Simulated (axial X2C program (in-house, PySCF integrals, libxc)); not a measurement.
## GeSe: from the spin-free to the two-component result

Computed with an in-house all-electron X2C program for linear molecules (integrals from PySCF). Spin-free means the one-electron spin-free X2C Hamiltonian; two-component (2c) means X2C with spin–orbit coupling and atomic mean-field two-electron Coulomb and Gaunt terms, so the difference of the two also holds small scalar two-electron terms. Basis: Se dyall-v3z [8s9p6d1f], Ge dyall-v3z [9s9p7d1f] (cores contracted in-house); Gaussian nuclei, density fitting, unrestricted open shells. Masses: Se 79.917 u, Ge 73.921 u.

Spin-free state: M_S = 0, Λ = 0 (closed shell); fragments Se + Ge.

```csv
level,Re (Å),ωe (cm⁻¹),De (eV),μ (D)
PBE0,2.134,413.2,5.051,1.90
HF,2.118,440.0,2.715,2.47
MP2,2.143,409.5,5.062,n/a
PBE50,2.112,434.7,4.758,2.04
B97-3,2.145,407.9,5.039,2.05
```

Correlated methods: 20 electrons correlated (number of frozen shells: Se 3 s, 2 p, 1 d; Ge 3 s, 2 p), 176 virtual spin orbitals or spinors in MP2.

Dipoles are positive if Ge is the positive end.

Two-component determinant lowest at the distance of the search:

Ω = 0 (closed shell); fragments Se + Ge.

```
level  Re (Å)  ωe (cm⁻¹)  μ (D)
 PBE0   2.135      412.3   1.90
   HF   2.119      438.8   2.46
  MP2   2.144      409.1    n/a
PBE50   2.113      433.7   2.04
B97-3   2.147      407.0   2.05
```

Task: From the two tables, how do the constants change at the MP2 level (2c against spin-free)?

Result: At the MP2 level Re goes up by 0.001 Å and ωe decreases by 0.4 cm⁻¹.

The state is a single determinant with fixed occupations, the lowest that a limited PBE0 search found. Closed shells are restricted here (equal orbitals for both partners); the stretched side of such a curve lies too high. De is counted from the lowest determinant-based energies of the atoms at the same level, without counterpoise correction. De is not given where an atomic determinant may have missed its ground term or J level, or where the truncated virtual space spoils (T). The functionals have no current-density term, which raises determinants with orbital currents, atoms included.
